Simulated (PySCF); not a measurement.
C3H6NO, SMILES [CH2]N(C)C=O, multiplicity 2. Geometry optimised at PBE-D3(BJ)/def2-SVP. The isomer is the one that the SMILES or the coordinates give; other isomers of the formula were not compared. Other conformers were not sampled.

Level of theory: PBE-D3(BJ)/def2-SVP (PySCF).

Harmonic wavenumbers (cm⁻¹): 145, 237, 307, 314, 387, 410, 478, 639, 888, 912, 1022, 1049, 1095, 1283, 1338, 1355, 1376, 1400, 1424, 1456, 1747, 2876, 2961, 3038, 3080, 3128, 3272. Rotational constants (GHz): 9.909, 4.212, 3.013; symmetry number 1.

### Question
Work out the zero-point energy and the ideal-gas rigid-rotor harmonic-oscillator thermochemistry at 298.15 K and 1 atm.

### Answer
ZPE = ½ Σ hcν = ½ × 37615 cm⁻¹ = 53.77 kcal/mol. H − E(el) = 58.17 kcal/mol. Entropy in cal/(mol K): translation 38.74, rotation 25.35, vibration 10.98, spin 1.38, total 76.45. G − E(el) = 35.38 kcal/mol. Cp = 22.96 cal/(mol K). Modes under 150 cm⁻¹ make the vibrational entropy uncertain.
